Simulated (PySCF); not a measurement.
B2PLYP on Rb⁻ (rubidium, charge -1), [Kr] 5s2, closed-shell 1S. All numbers are calculated (PySCF 2.14, a scalar-relativistic core potential, in def2-TZVPPD with the def2 core potential (28 electrons) (6s4p3d1f, 40 functions)).

```
cycle= 1 E= -23.985412804132  delta_E= -0.00133  |g|= 0.00659  |ddm|= 0.375
cycle= 2 E= -23.9854664165439  delta_E= -5.36e-05  |g|= 0.00166  |ddm|= 0.0446
cycle= 3 E= -23.9854693123913  delta_E= -2.9e-06  |g|= 0.000304  |ddm|= 0.0139
cycle= 4 E= -23.9854695006449  delta_E= -1.88e-07  |g|= 6.54e-06  |ddm|= 0.00425
cycle= 5 E= -23.9854695007042  delta_E= -5.92e-11  |g|= 4.95e-07  |ddm|= 7.28e-05
converged SCF energy = -23.9854695007042  <S^2> = -4.4408921e-15  2S+1 = 1
```

Highest occupied orbital energy: 0.388 eV; ⟨L²⟩ = 0.00; populations by l: s 4.00, p 6.00, d 0.00, f 0.00.

**Question.** Can this result be used?

**Answer.** With care. The calculation finished and met its thresholds. The log shows the SCF part alone; with the PT2 term the energy is -23.9908 hartree. Energies and moments cover only the electrons outside the core potential. At B2PLYP the highest occupied level has a positive energy, so only the finite basis holds that electron; in a semilocal or global hybrid functional this comes from self-interaction and does not mean that the real anion is unbound.
